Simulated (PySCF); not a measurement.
# Orbital picture of HgO

PBE0 at R = 2.238 Å; Hg cc-pVDZ-PP with ECP60, O cc-pVDZ; scalar-relativistic core potentials (PySCF 2.14). State: ³Π (triplet), unpaired electrons σ ↑, π ↑. Only the outer orbitals are listed, counted within each symmetry, core potentials removing the inner ones.

```
spin  orbital  occ.  ε (eV)  on Hg (%)           main shells (%)
   α       3π     1  -11.19         14           86 O p, 13 Hg d
   α       6σ     1  -10.78         45  55 O p, 26 Hg d, 17 Hg s
   α       3π     1   -9.17          6                    94 O p
   α       7σ     1   -7.37         86           78 Hg s, 14 O p
   α       4π     0   -0.75         99                   99 Hg p
   α       4π     0   -0.64         98                   98 Hg p
   α       8σ     0    0.47        100                   94 Hg p
   β       6σ     1   -8.56         70           67 Hg s, 29 O p
   β       3π     1   -8.00          6                    94 O p
   β       7σ     0   -3.69         49  51 O p, 30 Hg s, 15 Hg p
   β       3π     0   -3.30         16           84 O p, 14 Hg p
   β       4π     0   -0.38         98                   98 Hg p
```

Task: Which are the highest filled and the lowest empty level, where do they sit, and how wide is the gap?

Result: Highest filled α 7σ at -7.37 eV (in %: 78 Hg s, 14 O p); lowest empty β 7σ at -3.69 eV (in %: 51 O p, 30 Hg s, 15 Hg p); the gap at PBE0 is 3.68 eV.

```json
{
 "bond order (Mayer)": "0.74",
 "⟨S²⟩": "2.017",
 "charge on Hg (Mulliken, basis-dependent)": "0.20",
 "charge on Hg (Löwdin, basis-dependent)": "0.11",
 "dipole moment (positive dipole means Hg(−)O(+))": "-1.50 D",
 "polarisability along the bond": "56.9 bohr³",
 "polarisability across the bond": "34.3 bohr³"
}
```

Spin–orbit coupling is left out. The state was picked by a PBE0 search and need not be the measured ground state.
